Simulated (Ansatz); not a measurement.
`CC(Cl)Cl` and `ClC(Cl)I` differ in one atom or group.

Ansatz, PBE0-D4/def2-TZVP geometries, multiplicity 1. 

Elements past krypton have def2 core potentials.

| property | `CC(Cl)Cl` |
| --- | --- |
| LUMO energy (B3LYP/def2-TZVPP) / eV | -0.17 |
| LUMO energy (PBE0/def2-TZVPP) / eV | 0.11 |
| ideal-gas entropy at 298 K and 1 bar (rigid rotor, harmonic PBE0-D4/def2-TZVP) / J/(mol·K) | 303 |
| size of the dipole moment (ωB97M-V/def2-TZVPP) / D | 2.02 |
| HOMO–LUMO gap (PBE0/def2-TZVPP) / eV | 8.72 |
| HOMO energy (PBE/def2-TZVPP) / eV | -7.19 |

(1) What does the change do to each property? (Best estimate.)

## Answers

(1) The calculation gave: 
```csv
property,`ClC(Cl)I`,shift
LUMO energy (B3LYP/def2-TZVPP) / eV,-2.20,-2.03
LUMO energy (PBE0/def2-TZVPP) / eV,-1.97,-2.08
"ideal-gas entropy at 298 K and 1 bar (rigid rotor, harmonic PBE0-D4/def2-TZVP) / J/(mol·K)",325,22
size of the dipole moment (ωB97M-V/def2-TZVPP) / D,0.95,-1.07
HOMO–LUMO gap (PBE0/def2-TZVPP) / eV,5.81,-2.91
HOMO energy (PBE/def2-TZVPP) / eV,-6.58,0.61
```

With PBE0 the HOMO rises by 0.83 eV and the LUMO falls by 2.08 eV, so the gap narrows by about 2.91 eV. PBE moves the HOMO by 0.61 eV and ωB97M-V by 0.93 eV. The zero-point energy changes by -101.2 kJ/mol with -9 modes. Dipoles are sizes alone; their direction can turn.

B3LYP here is the variant with VWN-RPA as its local correlation; programs differ in this.

Spin–orbit coupling is left out; it splits and shifts lone-pair levels of the heavy atoms by tenths of an eV.
